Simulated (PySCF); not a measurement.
From one molecule to another.

First species: CH₁₀N₂OSi₃.
SMILES with atom numbers: `[CH3:1][Si@@H:2]1[NH:3][Si@@H:4]([OH:5])[NH:6][SiH2:7]1` (hydrogens: H8, H9, H10 on C1; H11 on Si2; H12 on N3; H13 on Si4; H14 on O5; H15 on N6; H16, H17 on Si7)

Second species: CH₁₀N₂OSi₃.
SMILES: `CN[Si@@H]1[SiH2]O[Si@H]1N`

Levels: CAM-B3LYP/def2-SVPD for HOMO energy, LUMO energy, HOMO–LUMO gap and static isotropic polarisability; TDDFT CAM-B3LYP/def2-SVPD for lowest singlet excitation; TDA CAM-B3LYP/def2-SVPD for lowest triplet excitation (Tamm–Dancoff). Geometries: GFN2-xTB. Each structure is a single optimised conformer of the isolated species, non-relativistic unless stated; the electronic structure was computed with PySCF and density fitting.

Dipoles, sizes and rotational constants follow the conformer. The torsions of the flexible species, by atom-mapped SMILES:
- `[CH3:1][NH:2][Si@@H:3]1[SiH2:4][O:5][Si@H:6]1[NH2:7]`: C1–N2–Si3–Si4 -92°, H–N7–Si6–O5 -38°, H–N7–Si6–O5 -174°

The conformers of `C[Si@@H]1N[Si@@H](O)N[SiH2]1` aren't listed.

| property | column X | column Y |
| --- | --- | --- |
| HOMO energy | -7.57 eV | -8.56 eV |
| LUMO energy | 0.13 eV | 0.63 eV |
| HOMO–LUMO gap | 7.70 eV | 9.19 eV |
| lowest singlet excitation | 4.53 eV | 6.03 eV |
| lowest triplet excitation (Tamm–Dancoff) | 4.01 eV | 5.76 eV |
| static isotropic polarisability | 111.6 au | 103.6 au |

Question: Which column belongs to which species?

Answer: Column X is the second species and column Y the first. The first has 17 atoms and 80 electrons, the second 17 and 80.

Question: How does each property change from the first species to the second?

Answer: HOMO energy +0.99 eV; LUMO energy -0.50 eV; HOMO–LUMO gap -1.49 eV; lowest singlet excitation -1.50 eV; lowest triplet excitation (Tamm–Dancoff) -1.75 eV; static isotropic polarisability +8.0 au.

On the first: S1 lies 3.16 eV below the HOMO–LUMO gap; its leading configuration is HOMO→LUMO, weight 0.83. No computed singlet falls in the visible range (750 to 380 nm, 1.65 to 3.26 eV); S1 lies 2.77 eV above its blue end.

On the second: The vertical singlet–triplet gap S1 − T1 is 0.52 eV (TDDFT singlet less Tamm–Dancoff triplet; S1: HOMO→LUMO, weight 0.84; T1: HOMO→LUMO, weight 0.83). The polarisability is 16.54 Å³ as a volume (1 au = 0.148185 Å³), or 1.39 au for each of the 80 electrons.
